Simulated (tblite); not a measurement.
O₃ (SMILES O=[O+][O-]), singlet, at a GFN2-xTB geometry; GFN1-xTB run with tblite.

tblite was given this input:
```
$ tblite run mol.xyz --method gfn1 --charge 0 --spin 0 --guess eeq --json tblite.json --no-restart

# file mol.xyz
3

O     -0.06945708     1.07326302    -0.18881454
O      0.00362457    -0.00592030     0.40975419
O      0.06583251    -1.06734272    -0.22093965
```

Problem. What does tblite print? Leave out banner, timings and long lists.

Solution. 
```
xTB calculator
 | screened Coulomb repulsion
 | Coulomb electrostatics
 |  * isotropic Klopman-Ohno-Mataga-Nishimoto electrostatics
 |  * onsite third-order electrostatics
 | DFT-D3(BJ) dispersion correction

halogen bonding energy    0.0000000000000E+00 Eh
repulsion energy          1.7856973465093E-02 Eh
dispersion energy        -2.7681626460060E-04 Eh
number of electrons       1.8000000000000E+01 e
integral cutoff           1.4764011126850E+01 bohr

------------------------------------------------------------
  cycle        total energy    energy error   density error
------------------------------------------------------------
      1     -13.71176810459  -1.3729348E+01   4.0546970E-01
      2     -13.75145083186  -3.9682727E-02   1.8152793E-01
      3     -13.75224670009  -7.9586823E-04   1.0128032E-01
      4     -13.75227799350  -3.1293407E-05   1.6108845E-03
      5     -13.75227936993  -1.3764369E-06   2.1670651E-05
      6     -13.75227937022  -2.8275693E-10   3.7595395E-06
------------------------------------------------------------

electronic energy        -1.3769859527416E+01 Eh
total energy             -1.3752279370216E+01 Eh

Post processing:
 | Mayer-Wiberg bond orders

[Info] JSON dump of results written to 'tblite.json'
```
